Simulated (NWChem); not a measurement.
Molecule: C2HBrCl2; SMILES C(Br)=C(Cl)Cl

```xyz
6

Cl     1.6041     0.9854     0.0000
C     -0.1070     0.9757     0.0000
Cl    -0.8576     2.5265     0.0000
C     -0.8552    -0.1346     0.0000
Br    -0.1630    -1.8613     0.0000
H     -1.9432    -0.0640     0.0000
```
Atoms are numbered in this order, from 1.

Level: PBE0/def2-SVP (NWChem), optimised geometry, unscaled harmonic frequencies. This build's default masses of Se (78.918 u) and Br (79.917 u) are each other's, which moves their modes by up to 0.6 %.

```tsv
frequency (cm⁻¹)	IR intensity (km/mol)
145	0.5
185	0.0
256	0.3
355	0.1
482	2.6
641	9.8
780	70.1
792	29.9
944	121.7
1224	11.2
1671	24.1
3258	16.8
```

- zero-point energy = 15.3 kcal/mol
- thermal correction to the enthalpy at 298.15 K (with zero-point energy) = 19.4 kcal/mol
- heat capacity Cv = 17.3 cal/(mol K)
- entropy at 298.15 K and 1 atm (symmetry number 1) = 80.0 cal/(mol K)
- dipole moment = 0.70 D

Rigid rotor and harmonic oscillator.
